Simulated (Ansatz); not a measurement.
Mulliken charges of GaH₃Se₃, SMILES `[SeH][Ga]([SeH])[SeH]` from r2SCAN/def2-TZVPP in Ansatz (PBE0-D4/def2-TZVP geometry).

```json
{"atom": "Se1", "x (Å)": "-2.355", "y (Å)": "-0.059", "z (Å)": "0.203", "charge (e)": "-0.190"}
{"atom": "Ga2", "x (Å)": "-0.037", "y (Å)": "-0.019", "z (Å)": "0.375", "charge (e)": "0.391"}
{"atom": "Se3", "x (Å)": "0.861", "y (Å)": "-0.052", "z (Å)": "2.517", "charge (e)": "-0.198"}
{"atom": "Se4", "x (Å)": "1.390", "y (Å)": "0.051", "z (Å)": "-1.459", "charge (e)": "-0.189"}
{"atom": "H5", "x (Å)": "-2.307", "y (Å)": "-0.024", "z (Å)": "-1.265", "charge (e)": "0.060"}
{"atom": "H6", "x (Å)": "2.235", "y (Å)": "-0.014", "z (Å)": "1.998", "charge (e)": "0.065"}
{"atom": "H7", "x (Å)": "0.275", "y (Å)": "0.050", "z (Å)": "-2.415", "charge (e)": "0.061"}
```

Question: By hand: the dipole of these point charges (1 e Å = 4.8032 D).

Answer: Σ q r = (0.023, 0.005, -0.208) e Å, of length 0.209 e Å = 1.00 D.

Question: How does the dipole of the full density compare? (An estimate is asked.)

Answer: Computed: (0.019, 0.006, -0.230) e Å, 1.11 D; the point charges give 0.90 times that, at 2° from its direction.

Point charges leave out the atoms' own dipoles, such as those of lone pairs, and Mulliken's split depends on the basis, so the close match here is no proof of good charges.
